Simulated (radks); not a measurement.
Ionisation of neutral vanadium, [Ar] 3d3 4s2, to [Ar] 3d4 as the strength of local exchange is varied. All-electron calculation, scalar-relativistic Kohn-Sham, Slater X-alpha exchange (alpha = 2/3 is LDA exchange), no correlation, spin-unpolarised, spherical densities, finite nucleus; Fermi nuclear charge, rms radius 3.6002 fm. Program: a radial shooting solver on a logarithmic mesh with Libxc functionals.

| alpha | E(V) (hartree) | exchange (hartree) | IE (eV) | -e of the level emptied (eV) | <r> of it (bohr) |
|---|---|---|---|---|---|
| 0.595 | -940.76135 | -36.60657 | 6.894 | 3.595 (4s) | 3.465 |
| 0.603 | -941.25391 | -37.11731 | 6.884 | 3.634 (4s) | 3.457 |
| 0.667 | -945.20327 | -41.22059 | 6.782 | 3.949 (4s) | 3.401 |
| 0.733 | -949.29249 | -45.48434 | 6.647 | 4.287 (4s) | 3.343 |
| 0.921 | -961.03155 | -57.80765 | 6.083 | 5.324 (4s) | 3.188 |
| 0.943 | -962.41403 | -59.26687 | 5.999 | 5.452 (4s) | 3.171 |

NIST Atomic Spectra Database: 6.746 eV (measured). The Delta-SCF value meets it near alpha = 0.68. Spin polarisation and multiplet splitting are left out, so open shells lie too high by an amount that depends on their filling.

Beside tabulated values, note that spin-unpolarised runs miss the spin-polarisation part of the exchange energy of open shells.
